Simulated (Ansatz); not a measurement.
CH4FGaO (`FC[O][GaH2]`) at its PBE0-D4/def2-TZVP geometry, where that method's forces vanish. Total charge 0; spin multiplicity 1.

```xyz
8

F    -0.5105    0.4981    1.0410
C    -0.7660   -0.8025    0.3772
O     0.0303   -0.8319   -0.6848
Ga    0.9420    0.7994   -0.6085
H    -0.5304   -1.5354    1.1587
H    -1.8397   -0.7666    0.1551
H     2.3464    0.7195    0.0626
H     0.3279    1.9195   -1.5013
```

What forces (eV/Å) does r2SCAN-D4/def2-TZVPP give on these atoms in Ansatz? (Estimate.)

The calculation gave: 
```
F1   0.104  0.400  0.172
C2  -0.169 -0.345 -0.044
O3   0.144 -0.023 -0.207
Ga4  0.007  0.068  0.044
H5   0.006 -0.008  0.019
H6  -0.020  0.007 -0.001
H7  -0.111 -0.004 -0.050
H8   0.040 -0.094  0.067
```
